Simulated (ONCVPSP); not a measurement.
**Varying the ONCV potential for phosphorus**

Base potential:

* Element: P
* Generator: ONCVPSP 4.0.1
* Type: optimised norm-conserving Vanderbilt (ONCV)
* Functional: LDA (Perdew-Zunger)
* Relativity: scalar-relativistic
* Frozen core: [Ne]
* Valence charge: 5
* Reference configuration: 3s2 3p3
* Partial waves: 3s: rc 1.60 bohr, ncon 4, nbas 8, qcut 4.5 1/bohr, 2 projectors, debl 2 Ha; 3p: rc 1.45 bohr, ncon 4, nbas 8, qcut 6.5 1/bohr, 2 projectors, debl 0.4 Ha; d scattering state at 0.04 Ha: rc 1.65 bohr, ncon 5, nbas 8, qcut 6.1 1/bohr, 2 projectors, debl 3.2 Ha
* Local potential: polynomial inside 1.20 bohr (lpopt 5, dvloc0 0 Ha)
* Core correction: polynomial model core, fcfact 0.45

All-electron outer shells of the reference configuration (LDA (Perdew-Zunger), scalar-relativistic, ld1.x):

| shell | level (eV) | outermost node (bohr) | outermost maximum (bohr) |
| --- | --- | --- | --- |
| 2s | -173.14 | 0.14 | 0.42 |
| 2p | -124.52 | – | 0.35 |
| 3s | -14.02 | 0.66 | 1.56 |
| 3p | -5.60 | 0.64 | 1.83 |

Cutoffs, loose and tight: the cutoffs (Ha) at which the residual kinetic energy of the hardest occupied pseudo-wave falls to 1 and 0.1 mHa per electron. They do not see the model core or the augmentation charge, which bear on the density cutoff. Test errors are all-electron minus pseudo excitation energies from the reference, over the configurations 3s2 3p2; 3s2 3p1; 3s2 3p0; 3s1 3p3. A dash means not determined; rows that change the core or the reference have their own tests.

For the base: The cutoffs count occupied waves only; projector 2 of the d channel, the hardest unoccupied one, needs 46 Ha at the loose tolerance.

A true bound ghost makes a file unfit for plane-wave use even where its test errors are small: the radial tests pick states by their node count and pass the ghost by.

```csv
change,outcome,"cutoff, loose","cutoff, tight",bound ghosts,GHOST(+) flags above zero,largest test error (meV)
base,generated,9.9 Ha,36 Ha,none,s,+52
"local potential polynomial inside 1.20 bohr (lpopt 5, dvloc0 -2 Ha)",generated,9.9 Ha,36 Ha,none,s,+52
"local potential polynomial inside 1.20 bohr (lpopt 5, dvloc0 -0.5 Ha)",generated,9.9 Ha,36 Ha,none,s,+52
"local potential polynomial inside 1.20 bohr (lpopt 5, dvloc0 2.5 Ha)",generated,9.9 Ha,36 Ha,none,p,+52
"local potential polynomial inside 1.20 bohr (lpopt 5, dvloc0 5 Ha)",generated,9.9 Ha,36 Ha,none,p,+52
"local potential polynomial inside 1.20 bohr (lpopt 5, dvloc0 6.5 Ha)",generated,9.9 Ha,36 Ha,p,none,+52
"local potential polynomial inside 1.20 bohr (lpopt 5, dvloc0 9 Ha)",generated,9.9 Ha,36 Ha,p,none,+53
```

Reading the sweep of the dvloc0 (base included, trends over the rows without a ghost): The loose cutoff stays near 9.9 Ha. The median size of the test errors (rows with all tests solved) stays near 6.6 meV. Bound ghosts are found at 6.5, 9 Ha.
